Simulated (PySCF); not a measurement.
# Working out the ionisation energy of Cl³⁺

Cl³⁺ [Ne] 3s2 3p2 (3P) → Cl⁴⁺ [Ne] 3s2 3p1 (2P). All numbers are calculated (PySCF 2.14, the spin-free X2C one-electron Hamiltonian (Gaussian nucleus), in an uncontracted even-tempered set (21 s from 0.054 bohr⁻², ratio 2.5; 13 p from 0.071 bohr⁻², ratio 2.5; 5 d from 0.92 bohr⁻², ratio 2.7; 5 f from 1.4 bohr⁻², ratio 2.7)). Frozen: 1s2; the 23 highest virtual orbitals dropped. Energies in hartree (1 hartree = 27.21139 eV):

```
             part  Cl³⁺ (lower)  Cl⁴⁺ (upper)
              UHF   -458.208211   -456.280999
MP2 opposite-spin     -0.294119     -0.284266
    MP2 same-spin     -0.100387     -0.091676
```

Problem. What does Hartree-Fock give?

Solution. (-456.280999) − (-458.208211) = 1.927212 hartree = 52.442 eV.

Problem. What do MP2 and SCS-MP2 (6/5 opposite-spin, 1/3 same-spin) give?

Solution. The opposite-spin parts differ by 0.268 eV and the same-spin parts by 0.237 eV. MP2: 52.442 + (0.268) + (0.237) = 52.947 eV. SCS-MP2: 52.442 + 1.2 × (0.268) + (0.237)/3 = 52.843 eV.

A first-order spin-orbit estimate adds -0.012 eV to MP2 (outer shells), giving 52.935 eV against 53.24 ± 0.12 eV (semi-empirical (NIST evaluation); NIST Atomic Spectra Database, ionization energies).

What remains against the reference includes basis incompleteness, the frozen core and correlation beyond second order.
